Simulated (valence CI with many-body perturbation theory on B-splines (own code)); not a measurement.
## Forbidden lines of W67+

Method: valence CI with perturbative core correlation (CI+MBPT): five valence electrons over a frozen Dirac-Fock core [He], a basis of 11 s, 11 p, 10 d, 8 f, 5 g, 2 h functions for each j, with the one-electron correlation potential Σ1 (screened to all orders), the two-electron term Σ2, the three-electron term Σ3, Breit, model QED; selected single and double excitations, second order for the rest, scaled by the run's own slope (own B-spline code, finite nucleus).

No measured spectrum was set against this ion. As an estimate, large intervals hold to a few tenths of a per cent, small ones and those within an open d or f shell to about a per cent. Among the levels kept, up to 7500 cm⁻¹ of a level comes from second order outside the variational space, and about a tenth of that is noise between levels of different J, which matters for small intervals.

Lines 1 to 50 of 110 in falling wavelength, among levels below 12964 eV, chosen from the decays that carry over 1 % of a level's rate. Wavelengths and rates use the calculated energies. Electric multipoles are in the length gauge, E1 and E2 with the static RPA response of the core. S is in atomic units (e²a₀⁴ for E2 and M2, e²a₀⁶ for E3), for M1 in squared Bohr magnetons. Weak lines are less certain than strong ones. Lines between different terms over intervals too small for the method are left out, as are lines whose strength nearly cancels.

Levels are named by their leading jj configuration (3d3/2^4 stands for four electrons in 3d with j = 3/2), which in mixed levels can hold well under half, so a name can repeat and another be missing. Letters in brackets count levels of one name in rising energy.

```tsv
λ vac (nm)	Upper	Lower	Type	A (s⁻¹)	S (a.u.)
0.8935	(2s^2 2p1/2 2p3/2^2) J=3/2	(2s^2 2p1/2^2 2p3/2) J=3/2	M1	2.49e+10	2.63e+00
0.8915	(2s^2 2p3/2^3) J=3/2	(2s^2 2p1/2 2p3/2^2) J=1/2	M1	6.17e+09	6.48e-01
0.8842	(2s^2 2p3/2^2 3d5/2) J=9/2	(2s^2 2p1/2 2p3/2 3d5/2) J=7/2 [b]	M1	6.05e+09	1.55e+00
0.8789	(2s^2 2p1/2 2p3/2^2) J=5/2	(2s^2 2p1/2^2 2p3/2) J=3/2	M1	4.13e+09	6.23e-01
0.8789	(2s^2 2p1/2 2p3/2^2) J=5/2	(2s^2 2p1/2^2 2p3/2) J=3/2	E2	1.52e+08	4.27e-05
0.8682	(2s^2 2p3/2^2 3d5/2) J=9/2	(2s^2 2p1/2 2p3/2 3d5/2) J=9/2	M1	1.07e+10	2.60e+00
0.8589	(2s^2 2p3/2^3) J=3/2	(2s^2 2p1/2 2p3/2^2) J=5/2	M1	6.85e+09	6.44e-01
0.8561	(2s^2 2p3/2^2 3d5/2) J=9/2	(2s^2 2p1/2 2p3/2 3d5/2) J=7/2 [a]	M1	9.27e+09	2.16e+00
0.8472	(2s^2 2p1/2 2p3/2^2) J=1/2	(2s^2 2p1/2^2 2p3/2) J=3/2	M1	1.38e+10	6.20e-01
0.8454	(2s^2 2p3/2^3) J=3/2	(2s^2 2p1/2 2p3/2^2) J=3/2	M1	2.73e+10	2.45e+00
0.1400	(2s^2 2p1/2 2p3/2 3p1/2) J=3/2 [a]	(2s^2 2p1/2 2p3/2^2) J=1/2	E2	2.75e+11	5.28e-06
0.1398	(2s^2 2p1/2 2p3/2 3p1/2) J=5/2	(2s^2 2p1/2 2p3/2^2) J=1/2	E2	5.29e+11	1.51e-05
0.1392	(2s^2 2p1/2 2p3/2 3p1/2) J=1/2	(2s^2 2p1/2 2p3/2^2) J=5/2	E2	5.71e+11	5.33e-06
0.1391	(2s^2 2p1/2 2p3/2 3p1/2) J=3/2 [a]	(2s^2 2p1/2 2p3/2^2) J=5/2	M1	3.18e+10	1.27e-02
0.1391	(2s^2 2p1/2^2 3p1/2) J=1/2	(2s^2 2p1/2^2 2p3/2) J=3/2	E2	2.76e+12	2.56e-05
0.1391	(2s^2 2p1/2^2 3p1/2) J=1/2	(2s^2 2p1/2^2 2p3/2) J=3/2	M1	5.33e+10	1.06e-02
0.1391	(2s^2 2p1/2 2p3/2 3p1/2) J=3/2 [b]	(2s^2 2p1/2 2p3/2^2) J=1/2	E2	2.50e+11	4.64e-06
0.1389	(2s^2 2p1/2 2p3/2 3p1/2) J=5/2	(2s^2 2p1/2 2p3/2^2) J=5/2	E2	1.56e+12	4.33e-05
0.1389	(2s^2 2p1/2 2p3/2 3p1/2) J=1/2	(2s^2 2p1/2 2p3/2^2) J=3/2	E2	8.56e+11	7.90e-06
0.1389	(2s^2 2p1/2 2p3/2 3p1/2) J=1/2	(2s^2 2p1/2 2p3/2^2) J=3/2	M1	4.58e+10	9.09e-03
0.1388	(2s^2 2p3/2^2 3p1/2) J=3/2	(2s^2 2p3/2^3) J=3/2	E2	5.59e+11	1.03e-05
0.1388	(2s^2 2p3/2^2 3p1/2) J=3/2	(2s^2 2p3/2^3) J=3/2	M1	5.35e+10	2.12e-02
0.1388	(2s^2 2p3/2^2 3p1/2) J=5/2	(2s^2 2p3/2^3) J=3/2	E2	1.91e+12	5.28e-05
0.1388	(2s^2 2p1/2 2p3/2 3p1/2) J=3/2 [a]	(2s^2 2p1/2 2p3/2^2) J=3/2	E2	1.68e+12	3.08e-05
0.1386	(2s^2 2p1/2 2p3/2 3p1/2) J=5/2	(2s^2 2p1/2 2p3/2^2) J=3/2	E2	3.89e+11	1.07e-05
0.1383	(2s^2 2p1/2 2p3/2 3p1/2) J=3/2 [b]	(2s^2 2p1/2 2p3/2^2) J=5/2	E2	1.54e+12	2.78e-05
0.1379	(2s^2 2p1/2 2p3/2 3p1/2) J=3/2 [b]	(2s^2 2p1/2 2p3/2^2) J=3/2	E2	1.13e+11	2.01e-06
0.1378	(2s^2 2p3/2^2 3p1/2) J=1/2	(2s^2 2p3/2^3) J=3/2	E2	1.47e+12	1.30e-05
0.1349	(2s^2 2p3/2^2 3d5/2) J=9/2	(2s 2p1/2 2p3/2^3) J=5/2	E2	1.14e+10	4.54e-07
0.1338	(2s 2p1/2 2p3/2^2 3p3/2) J=7/2 [a]	(2s 2p1/2 2p3/2^3) J=3/2 [a]	E2	4.03e+11	1.23e-05
0.1337	(2s 2p1/2 2p3/2^2 3p3/2) J=9/2	(2s 2p1/2 2p3/2^3) J=5/2	E2	4.85e+11	1.85e-05
0.1336	(2s^2 2p1/2 2p3/2 3p3/2) J=3/2 [a]	(2s^2 2p1/2 2p3/2^2) J=1/2	E2	5.95e+10	9.06e-07
0.1332	(2s 2p1/2^2 2p3/2 3p3/2) J=7/2	(2s 2p1/2^2 2p3/2^2) J=5/2	E2	9.21e+11	2.76e-05
0.1332	(2s^2 2p1/2 2p3/2 3p3/2) J=3/2 [b]	(2s^2 2p1/2 2p3/2^2) J=1/2	E2	4.96e+11	7.44e-06
0.1331	(2s^2 2p1/2 2p3/2 3p3/2) J=5/2 [b]	(2s^2 2p1/2 2p3/2^2) J=1/2	E2	5.49e+11	1.23e-05
0.1331	(2s 2p1/2^2 2p3/2 3p3/2) J=1/2 [b]	(2s 2p1/2^2 2p3/2^2) J=3/2	E2	1.64e+12	1.23e-05
0.1330	(2s^2 2p1/2 2p3/2 3p3/2) J=5/2 [a]	(2s^2 2p1/2 2p3/2^2) J=5/2	E2	2.16e+11	4.83e-06
0.1330	(2s^2 2p3/2^2 3p3/2) J=7/2	(2s^2 2p3/2^3) J=3/2	E2	5.29e+11	1.57e-05
0.1330	(2s^2 2p3/2^2 3p3/2) J=5/2	(2s^2 2p3/2^3) J=3/2	E2	5.78e+11	1.29e-05
0.1329	(2s^2 2p1/2 2p3/2 3p3/2) J=1/2 [a]	(2s^2 2p1/2 2p3/2^2) J=5/2	E2	2.02e+11	1.50e-06
0.1329	(2s^2 2p3/2^2 3p3/2) J=1/2	(2s^2 2p3/2^3) J=3/2	E2	4.88e+11	3.62e-06
0.1329	(2s^2 2p1/2 2p3/2 3p3/2) J=3/2 [a]	(2s^2 2p1/2 2p3/2^2) J=5/2	E2	6.61e+11	9.78e-06
0.1328	(2s^2 2p1/2 2p3/2 3p3/2) J=7/2	(2s^2 2p1/2 2p3/2^2) J=5/2	E2	9.71e+11	2.86e-05
0.1328	(2s^2 2p1/2^2 3p3/2) J=3/2	(2s^2 2p1/2^2 2p3/2) J=3/2	E2	1.37e+12	2.03e-05
0.1327	(2s^2 2p1/2 2p3/2 3p3/2) J=5/2 [a]	(2s^2 2p1/2 2p3/2^2) J=3/2	E2	8.39e+11	1.85e-05
0.1326	(2s^2 2p1/2 2p3/2 3p3/2) J=1/2 [a]	(2s^2 2p1/2 2p3/2^2) J=3/2	E2	9.36e+11	6.86e-06
0.1326	(2s^2 2p1/2 2p3/2 3p3/2) J=3/2 [a]	(2s^2 2p1/2 2p3/2^2) J=3/2	E2	3.07e+11	4.49e-06
0.1325	(2s^2 2p1/2 2p3/2 3p3/2) J=3/2 [b]	(2s^2 2p1/2 2p3/2^2) J=5/2	E2	9.49e+10	1.38e-06
0.1325	(2s^2 2p1/2 2p3/2 3p3/2) J=7/2	(2s^2 2p1/2 2p3/2^2) J=3/2	E2	1.10e+11	3.22e-06
0.1325	(2s 2p1/2 2p3/2^2 3p3/2) J=1/2 [b]	(2s 2p1/2 2p3/2^3) J=5/2	E2	3.37e+11	2.45e-06
```
